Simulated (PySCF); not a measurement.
## Which determinant of TlS lies lowest?

Unrestricted PBE0; PySCF, spin-free X2C with a Gaussian nucleus, basis sets Tl x2c-TZVPPall, S x2c-TZVPPall. Outer shells of the fragments: Tl 5d10 6s2 6p1; S 3s2 3p4.

Followed along the bond (rough minima from three points):

```
2Ms+1   unpaired  ⟨S²⟩ at the start  R at minimum (Å)  Te (eV)
    2        π ↑               0.76              2.59     0.00
    2        σ ↑               0.76              2.37     0.13
    4  σ ↑, π ↑↑               3.76  none in the scan   ≤ 2.96
```

Solutions found at the starting distance of 2.415 Å, counted from the lowest of them; the search is not exhaustive and high or unbound solutions are not listed, so other states can lie among these:

| 2Ms+1 | unpaired | term | E (eV) | ⟨S²⟩ | ⟨Lz²⟩ | μ (D) |
| --- | --- | --- | --- | --- | --- | --- |
| 2 | π ↑ | mixed | 0.00 | 0.76 | 1.68 | -2.55 |
| 2 | σ ↑ | mixed | 0.02 | 0.76 | 0.66 | -4.43 |
| 4 | σ ↑, π ↑↑ | mixed | 3.04 | 3.76 | 2.68 | 0.03 |
| 4 | σ ↑, π ↑↑ | mixed | 3.21 | 3.76 | 2.67 | 0.06 |
| 2 | σ ↑, π ↑↓ | mixed | 3.44 | 1.76 | 2.68 | 0.29 |
| 2 | σ ↓, π ↑↑ | mixed | 3.50 | 1.77 | 2.68 | 0.14 |
| 4 | π ↑↑↑ | mixed | 4.02 | 3.76 | 1.67 | 3.07 |
| 4 | σ ↑↑, π ↑ | mixed | 5.04 | 3.76 | 1.68 | 1.36 |
| 4 | σ ↑↑, π ↑ | mixed | 6.94 | 3.76 | 1.67 | -3.10 |

A term symbol is given only where ⟨S²⟩ and ⟨Lz²⟩ are close to those of a pure state; real π, δ and φ orbitals otherwise mix terms. A positive dipole means Tl(−)S(+).

Problem. Compare the gap between the two lowest followed solutions at the starting distance with the gap between their minima.

Solution. At PBE0 the second solution (doublet, unpaired electrons σ ↑) lies +0.02 eV from the first (doublet, unpaired electrons π ↑) at 2.415 Å and +0.13 eV at the minima; the two curves relax by different amounts, since their minima lie near 2.37 and 2.59 Å.

Spin–orbit coupling is left out, which matters for elements this heavy, above all for dissociation energies. Counting both spins, an empty level lies below a filled one in some of these solutions, because spin and occupation are held.
